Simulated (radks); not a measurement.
Question: All-electron atom: neutral hafnium in [Xe] 4f14 5d2 6s2 (the NIST ground configuration). Method: Dirac Kohn-Sham, LDA (Slater exchange, Perdew-Wang correlation), spin-unpolarised, spherical densities, point nucleus; open shells fill j = l - 1/2 first; computed with a radial shooting solver on a logarithmic mesh with Libxc functionals. Some entries of the table are withheld. Estimate them.

orbital  occ.  eigenvalue (eV)  <1/r> (bohr^-1)  r(max) (bohr)
1s1/2       2        -65144.85            83.78        0.01191
2s1/2       2        -11134.78            20.30        0.06830
2p1/2       2        -10637.52            20.27            (1)
2p3/2       4        -9446.896            17.22            (2)
3s1/2       2        -2536.180            7.445         0.1925
3p1/2       2        -2315.361            7.364         0.1804
3p3/2       4        -2060.281            6.576         0.1942
3d3/2       4        -1685.397            6.470         0.1523
3d5/2       6        -1629.720            6.282         0.1561
4s1/2       2        -510.0296            3.125         0.4379
4p1/2       2        -419.6043              (3)         0.4382
4p3/2       4        -360.9998              (4)         0.4675
4d3/2       4        -212.1557            2.521         0.4659
4d5/2       6        -201.4234            2.454         0.4752
5s1/2       2         -66.7465              (5)          1.015
5p1/2       2         -41.0859              (6)            (7)
5p3/2       4         -33.2554              (8)            (9)
4f5/2       6         -17.6697            1.934         0.4510
4f7/2       8         -15.9226            1.903         0.4564
6s1/2       2          -5.1887           0.3678          2.883
5d3/2       2          -3.0068           0.5525          1.671
5d5/2       0          -2.5601           0.5251          1.737

Answer: 
(1) 2p1/2 r(max) (bohr): 0.05092
(2) 2p3/2 r(max) (bohr): 0.05755
(3) 4p1/2 <1/r> (bohr^-1): 3.016
(4) 4p3/2 <1/r> (bohr^-1): 2.739
(5) 5s1/2 <1/r> (bohr^-1): 1.184
(6) 5p1/2 <1/r> (bohr^-1): 1.049
(7) 5p1/2 r(max) (bohr): 1.098
(8) 5p3/2 <1/r> (bohr^-1): 0.9498
(9) 5p3/2 r(max) (bohr): 1.187
